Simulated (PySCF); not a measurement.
# Distorted geometries of PbCl4

PbCl4 (singlet). PySCF 2.14.0, RKS PBE0, Pb def2-SVP with ECP60, Cl def2-SVP; non-relativistic Hamiltonian with scalar-relativistic core potentials where named; density fitting; no spin-orbit coupling. Relaxed geometry:

```xyz
5

Pb    0.0000    0.0000    0.0000
Cl    1.9651    0.0000    1.4005
Cl    0.0000    1.9651   -1.4005
Cl   -1.9651    0.0000    1.4005
Cl    0.0000   -1.9651   -1.4005
```

Task: Order these distorted geometries by energy above the relaxed one, lowest first.
A.
```xyz
5

Pb    0.0017   -0.0489    0.0403
Cl    1.8958   -0.0614    1.2986
Cl    0.0800    2.0183   -1.3368
Cl   -1.9835   -0.0172    1.3994
Cl    0.0060   -1.8907   -1.4015
```
B.
```xyz
5

Pb    0.0532   -0.0034    0.0635
Cl    1.9988    0.0527    1.4600
Cl   -0.0010    1.8927   -1.3744
Cl   -2.0343   -0.0359    1.3223
Cl   -0.0167   -1.9062   -1.4714
```
C.
```xyz
5

Pb   -0.1661    0.0237   -0.0333
Cl    2.0142   -0.0663    1.4284
Cl    0.0054    2.0404   -1.3049
Cl   -1.8691   -0.0660    1.4569
Cl    0.0155   -1.9318   -1.5472
```

Result: B (0.04 eV), A (0.24 eV), C (0.46 eV).

Task: Which forces (eV/Å) act in the one that lies 0.46 eV up?

Result: 
```
Pb   3.87 -0.84 -0.92
Cl  -1.48  0.05 -1.00
Cl  -0.10  0.25 -0.18
Cl  -2.11 -0.09  1.63
Cl  -0.18  0.63  0.46
```
Forces carry noise of the integration grid, about 0.01 to 0.03 eV/Å.
